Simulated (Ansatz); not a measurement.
The cluster Ga2Se3, relaxed as a singlet with RKS r2SCAN-D4/def2-SVP in Ansatz, starting from the GFN2-xTB geometry. Force threshold 0.02 eV/Å.

Another isomer (singlet) lies 0.54 eV lower at PBE0-D4/def2-TZVP; other spin states weren't run for this one.

Start:

Cartesian coordinates in Å:
```
Ga -0.070 1.733 -1.635
Ga 0.887 -1.517 1.608
Se 0.492 -1.183 -1.324
Se -0.067 1.296 1.304
Se -1.241 -0.328 0.046
```

Task: Estimate the energy that the relaxation releases and the steps that it takes.

Result: 0.31 eV, in 5 steps; 20 s on 4 threads of Arm Neoverse V1 on a shared host. No frequencies were taken in this run, so the end may be a saddle point.

Task: Does the start keep its bonding and symmetry?

Result: By distances, no bond broke or formed. The bond that changes most is Ga1–Se3, from 2.99 to 2.75 Å (atoms count from 1). Point group C2v at the start, C2v at the end, both within 0.05 Å.

Task: Predict the relaxed structure.

Result: 
```tsv
atom	x (Å)	y (Å)	z (Å)
Ga1	0.111	1.573	-1.453
Ga2	0.957	-1.293	1.416
Se3	0.436	-1.151	-1.280
Se4	-0.103	1.240	1.267
Se5	-1.400	-0.369	0.050
```
Bond lengths (bridged metal pairs left out): 6 × Ga–Se 2.75 to 2.88 Å; 2 × Se–Se 2.40 Å.
